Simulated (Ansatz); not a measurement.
Basis sets compared for cyclo-(H2GeNH)2 (Ge₂N₂H₆). Total charge 0; singlet. Geometry B3LYP-D4/def2-SVP. Ansatz on 4 threads of Arm Neoverse V2 on a shared host; times are rough, and most runs start from earlier orbitals.

```xyz
10

Ge    0.2946   -0.9524   -0.9335
H     0.1641   -0.7711   -2.4669
H     0.8097   -2.3808   -0.6249
N    -1.1905   -0.4263    0.0598
Ge   -0.2932    0.9516    0.9347
H    -0.8088    2.3796    0.6246
H    -0.1637    0.7716    2.4682
N     1.1930    0.4251   -0.0578
H    -1.8567   -1.0579    0.4941
H     1.8516    1.0604   -0.4983
```

The 6-31G sets use Cartesian d functions. B3LYP takes the VWN-RPA correlation.

Binding counts from free atoms (Ge triplet, H doublet, N quartet) in the same basis, without a counterpoise term.

```tsv
level	functions	energy (Eh)	HOMO (eV)	LUMO (eV)	binding per atom (eV)	wall time
HF/STO-3G	52	-4214.5278	-6.88	9.32	2.77	0.2 s
HF/6-31G	88	-4262.4005	-9.88	2.53	1.80	0.55 s
HF/def2-TZVP	194	-4263.1924	-10.02	2.60	2.03	1.6 s
PBE-D4/def2-SVP	122	-4265.7578	-5.33	-1.04	3.13	0.95 s
PBE-D4/def2-TZVP	194	-4266.4189	-5.48	-1.28	3.14	1.6 s
r2SCAN-D4/def2-TZVP (with forces)	194	-4267.1048	-5.76	-0.98	3.09	4.3 s
B3LYP-D4/6-31G	88	-4266.4937	-6.29	-0.60	2.97	1.1 s
B3LYP-D4/def2-TZVP	194	-4267.2889	-6.58	-0.69	3.10	2.6 s
PBE0-D4/def2-SVP	122	-4265.8783	-6.69	-0.20	3.07	1.6 s
PBE0-D4/def2-TZVP	194	-4266.5360	-6.79	-0.44	3.08	2.6 s
```

Estimate the rows for PBE-D4/def2-TZVPD, r2SCAN-D4/def2-TZVPD, PBE0-D4/def2-TZVPD.


```csv
level,functions,energy (Eh),HOMO (eV),LUMO (eV),binding per atom (eV),wall time
PBE-D4/def2-TZVPD,236,-4266.4217,-5.55,-1.46,3.14,2.5 s
r2SCAN-D4/def2-TZVPD,236,-4267.1069,-5.80,-1.10,3.10,5.5 s
PBE0-D4/def2-TZVPD,236,-4266.5383,-6.84,-0.67,3.08,3.9 s
```
